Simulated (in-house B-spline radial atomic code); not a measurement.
A fraction x of an electron is removed from 5s in neutral cadmium, starting from [Kr] 4d10 5s2 and keeping the highest spin. All numbers are computed (scalar-relativistic (X2C) AM05, spin-polarised, spherical fractional occupations; Fermi nucleus of rms radius 4.6087 fm) with a radial B-spline atomic code at the basis-set limit, not measured.

| x | E(x) - E(0) (eV) | 5s down level (eV) |
| --- | --- | --- |
| 0 | 0.0000 | -5.641 |
| 0.01 | 0.0567 | -5.706 |
| 0.22 | 1.3990 | -7.083 |
| 0.26 | 1.6876 | -7.349 |
| 0.41 | 2.8654 | -8.357 |
| 0.5 | 3.6451 | -8.969 |
| 0.54 | 4.0093 | -9.242 |
| 0.7 | 5.5761 | -10.344 |
| 0.82 | 6.8675 | -11.180 |
| 0.95 | 8.3803 | -12.096 |
| 1 | 8.9941 | - |

The exact functional would give a straight line between the two integer points. Deviations E(x) - E(0) - x[E(1) - E(0)], in eV: -0.033 at x = 0.01, -0.58 at x = 0.22, -0.651 at x = 0.26, -0.822 at x = 0.41, -0.852 at x = 0.5, -0.848 at x = 0.54, -0.72 at x = 0.7, -0.508 at x = 0.82, -0.164 at x = 0.95.

The curve lies below the straight line by up to 0.852 eV (at x = 0.5): convex, the delocalisation error that favours fractional charges.

**Question.** How well does Slater's transition state (minus the level at half occupation) give the ionisation energy?

**Answer.** It gives 8.969 eV against 8.994 eV from the two total energies; NIST lists 8.99 eV, ground level to ground level.
